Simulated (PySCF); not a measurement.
**Nonlinear optical response: SMILES c1c(C#N)ccc(N)c1, C7H6N2**

Molfile (atoms numbered from 1):
```
C7H6N2
     RDKit          3D

 15 15  0  0  0  0  0  0  0  0999 V2000
   -4.3016    0.0231   -0.0853 N   0  0  0  0  0  0  0  0  0  0  0  0
   -3.1460    0.0044    0.0223 C   0  0  0  0  0  0  0  0  0  0  0  0
   -1.7247   -0.0190    0.1543 C   0  0  0  0  0  0  0  0  0  0  0  0
   -1.0776    0.8509    1.0478 C   0  0  0  0  0  0  0  0  0  0  0  0
    0.2996    0.8297    1.1802 C   0  0  0  0  0  0  0  0  0  0  0  0
    1.0847   -0.0628    0.4228 C   0  0  0  0  0  0  0  0  0  0  0  0
    2.4467   -0.0572    0.5283 N   0  0  0  0  0  0  0  0  0  0  0  0
    0.4302   -0.9333   -0.4719 C   0  0  0  0  0  0  0  0  0  0  0  0
   -0.9472   -0.9108   -0.6031 C   0  0  0  0  0  0  0  0  0  0  0  0
   -1.6703    1.5479    1.6433 H   0  0  0  0  0  0  0  0  0  0  0  0
    0.7873    1.5153    1.8778 H   0  0  0  0  0  0  0  0  0  0  0  0
    2.9648   -0.8378    0.1519 H   0  0  0  0  0  0  0  0  0  0  0  0
    2.8705    0.4066    1.3187 H   0  0  0  0  0  0  0  0  0  0  0  0
    1.0202   -1.6316   -1.0709 H   0  0  0  0  0  0  0  0  0  0  0  0
   -1.4378   -1.5930   -1.3000 H   0  0  0  0  0  0  0  0  0  0  0  0
  1  2  3  0
  2  3  1  0
  3  4  1  0
  4  5  2  0
  5  6  1  0
  6  7  1  0
  6  8  2  0
  8  9  1  0
  9  3  2  0
  4 10  1  0
  5 11  1  0
  7 12  1  0
  7 13  1  0
  8 14  1  0
  9 15  1  0
M  END
```

Method used: PySCF, quadratic response CAM-B3LYP/aug-cc-pVDZ first hyperpolarisability, Taylor convention, gas phase. Geometry: PBE0-D3(BJ)/def2-SVP.

**Question.** Give β for the processes computed.

**Answer.** In au, Taylor convention; the vector part is βᵢ = ⅓ Σⱼ (βᵢⱼⱼ + βⱼᵢⱼ + βⱼⱼᵢ); β∥ is 3/5 of the vector part along the dipole, the dipole points from − to +:
```
                   process  λ (nm)  β vector norm     β∥  β HRS  depolarisation ratio
           static β(0;0,0)       ∞          601.2  358.8  280.4                  3.63
second harmonic β(−2ω;ω,ω)    1907          651.1  388.5  302.3                  3.67
         Pockels β(−ω;ω,0)    1907          617.1  368.2      –                     –
second harmonic β(−2ω;ω,ω)    1064          790.0  471.3  362.9                  3.79
         Pockels β(−ω;ω,0)    1064          654.9  390.8      –                     –
```

**Question.** Which lowest excitations, dipole and polarisabilities go with it?

**Answer.** S1 4.74 eV (f = 0.024); S2 5.03 eV (f = 0.311); S3 5.14 eV (f = 0.103); dipole 7.06 D; isotropic α 100.9 au static, 101.4 au at 1907 nm, 102.6 au at 1064 nm, 103.0 au at 953.5 nm, 108.6 au at 532 nm.
